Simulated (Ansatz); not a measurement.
Spectroscopic constants of ZnSn, multiplicity 3 (lowest of 2S+1 = 1, 3 at CCSD(T)/def2-TZVPP on PBE0 minima; our sources give no spin for the ground state, which may be another). No spin–orbit coupling. Zn is treated without relativity.

The constants come from a fifth-degree fit in 1/R (seven points, main isotopes). In def2 and cc sets the state is the lowest found near the PBE0 minimum, followed along R.

Codes used: Ansatz (a quantum-chemistry and plane-wave program) with Gaussian orbitals. Each number belongs to the level named beside it. In def2 rows elements past Kr take small-core potentials, without spin–orbit coupling.

```json
[
 {"level": "SVWN5/def2-TZVPP", "r_e (Å)": "2.536", "ω_e (cm⁻¹)": "187", "B_e (cm⁻¹)": "0.0628", "α_e (cm⁻¹)": "0.00035", "dipole (D)": "1.34"},
 {"level": "PBE/def2-TZVPP", "r_e (Å)": "2.632", "ω_e (cm⁻¹)": "161", "B_e (cm⁻¹)": "0.0583", "α_e (cm⁻¹)": "0.00037", "dipole (D)": "1.46"},
 {"level": "r2SCAN/def2-TZVPP", "r_e (Å)": "2.585", "ω_e (cm⁻¹)": "174", "B_e (cm⁻¹)": "0.0605", "α_e (cm⁻¹)": "0.00036", "dipole (D)": "1.64"},
 {"level": "B97M-V/def2-TZVPP", "r_e (Å)": "2.666", "ω_e (cm⁻¹)": "147", "B_e (cm⁻¹)": "0.0569", "α_e (cm⁻¹)": "0.00043", "dipole (D)": "1.43"},
 {"level": "B3LYP/def2-TZVPP", "r_e (Å)": "2.684", "ω_e (cm⁻¹)": "143", "B_e (cm⁻¹)": "0.0561", "α_e (cm⁻¹)": "0.00043", "dipole (D)": "1.61"},
 {"level": "PBE0/def2-TZVPP", "r_e (Å)": "2.642", "ω_e (cm⁻¹)": "157", "B_e (cm⁻¹)": "0.0579", "α_e (cm⁻¹)": "0.00038", "dipole (D)": "1.86"},
 {"level": "BHLYP/def2-TZVPP", "r_e (Å)": "2.713", "ω_e (cm⁻¹)": "133", "B_e (cm⁻¹)": "0.0549", "α_e (cm⁻¹)": "0.00047", "dipole (D)": "1.98"},
 {"level": "CAM-B3LYP/def2-TZVPP", "r_e (Å)": "2.676", "ω_e (cm⁻¹)": "139", "B_e (cm⁻¹)": "0.0565", "α_e (cm⁻¹)": "0.00048", "dipole (D)": "1.79"},
 {"level": "wB97X-V/def2-TZVPP", "r_e (Å)": "2.679", "ω_e (cm⁻¹)": "138", "B_e (cm⁻¹)": "0.0563", "α_e (cm⁻¹)": "0.00048", "dipole (D)": "2.05"},
 {"level": "wB97M-V/def2-TZVPP", "r_e (Å)": "2.686", "ω_e (cm⁻¹)": "138", "B_e (cm⁻¹)": "0.0560", "α_e (cm⁻¹)": "0.00046", "dipole (D)": "1.92"},
 {"level": "B2PLYP/def2-TZVPP", "r_e (Å)": "2.657", "ω_e (cm⁻¹)": "148", "B_e (cm⁻¹)": "0.0573", "α_e (cm⁻¹)": "0.00044", "dipole (D)": "-"}
]
```

Correlated levels freeze the inner cores; with def2 sets outer-core shells near the valence are correlated too.
